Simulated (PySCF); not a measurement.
**Assignment exercise: C3H9NSi2**

Structure with atom numbers: `[CH3:1][C:2]#[C:3][Si@@H:4]([NH2:5])[SiH3:6]`; H(Xn) means a hydrogen on atom n.

[PySCF 2.14.0 with density-fitted response routines: GFN2-xTB geometry; PBE0/pcSseg-1 with gauge-including orbitals; equivalent nuclei averaged; gas phase; one conformer; no relativistic terms]

Chemical shifts δ = σref − σ; ¹³C (σ = 186.93 ppm), ¹H (σ = 31.72 ppm) against TMS, all at this level.

**Question.** Assign these signals to the numbered atoms. ¹³C{¹H} NMR (computed): δ 112.4 (C), 89.1 (C), 6.1 (CH3).

**Answer.** 
| δ (ppm) | atoms | environment | reason |
| --- | --- | --- | --- |
| 112.4 | C2 | alkyne carbon | – |
| 89.1 | C3 | alkyne carbon | the triple bond shields along its axis, which puts it between sp3 and sp2 carbons |
| 6.1 | C1 | propargylic methyl carbon | a saturated carbon with 1 carbon neighbour and no heteroatom attached |

**Question.** Assign these signals to the numbered atoms. ¹H NMR (500 MHz, computed): δ 5.10 (q, 1H), 3.35 (d, 3H), 2.04 (s, 3H), 0.42 (br s, 2H).

**Answer.** 
5.10 → H(Si4), hydrogen on a silicon bonded to C, N, Si
3.35 → H(Si6), hydrogen on a silicon bonded to Si
2.04 → H(C1), hydrogen on a propargylic methyl carbon
0.42 → H(N5), hydrogen on a nitrogen bonded to Si: exchangeable; this is the value without hydrogen bonding to other molecules

OH/NH shifts are gas-phase values; hydrogen bonding in solution moves them, usually downfield. Shifts are as computed. Against solution values, carbons near 30 ppm lie about +3 ppm off and those near 130 ppm about +5 ppm. Of 1211 compounds with measured shifts, 218 miss one by over three times the rms of a fit or turn the order of signals round; such compounds aren't used in these exercises. No couplings were computed; multiplicities are counted from neighbouring protons, with m where these are inequivalent, close in shift, in a saturated or five-membered ring or joined by F or P, and br s for small geminal =CH2 splittings.
